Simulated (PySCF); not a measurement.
## Electronic structure of Mn²⁺ (manganese, charge +2) at the UHF level

Configuration: [Ar] 3d5, high-spin 6S determinant. Computed with PySCF 2.14 in x2c-QZVPPall with one added diffuse shell each of s, p, d, f, g type (12s8p6d5f3g, 128 functions), with scalar relativity by spin-free X2C-1e.

| Quantity | Value |
| --- | --- |
| Total energy | -1156.639352 hartree |
| One-electron energy | -1579.2165 hartree |
| Hartree (Coulomb) energy | 473.8010 hartree |
| Exchange energy | -51.2238 hartree |
| ⟨S²⟩ | 8.7506 |
| ⟨L²⟩ | 0.000 |
| Sum of ⟨r⟩ | 14.84 bohr |
| Sum of ⟨r²⟩ | 15.85 bohr² |
| Langevin diamagnetic susceptibility | -12.6 ×10⁻⁶ cm³/mol |

```
shell  electrons  mean orbital energy (eV)  rms radius, mean of both spins (bohr)
 1s β          1                   -6616.3                                 0.0703
 1s α          1                   -6616.3                                 0.0703
 2s α          1                   -822.71                                  0.302
 2s β          1                   -819.15                                  0.302
 2p α          3                   -696.43                                  0.273
 2p β          3                   -692.85                                  0.273
 3s α          1                   -128.68                                  0.917
 3s β          1                   -117.43                                  0.917
 3p α          3                   -92.242                                  0.986
 3p β          3                   -78.566                                  0.986
 3d α          5                   -34.813                                   1.24
```

Densities and radii are taken from the X2C orbitals without a picture-change correction, which distorts them close to the nucleus.

Spin-orbit constants ζ (cm⁻¹) from the X2C one-electron operator on these orbitals: bare nucleus, nucleus screened by l(l+1)(2l+1)/3 electrons, and screened by the Breit-Pauli mean field of the electrons.

```tsv
shell	bare	screened nucleus	mean field
2p	59270	54530	n/a
3p	7058	6493	n/a
3d	616.0	369.6	n/a
```
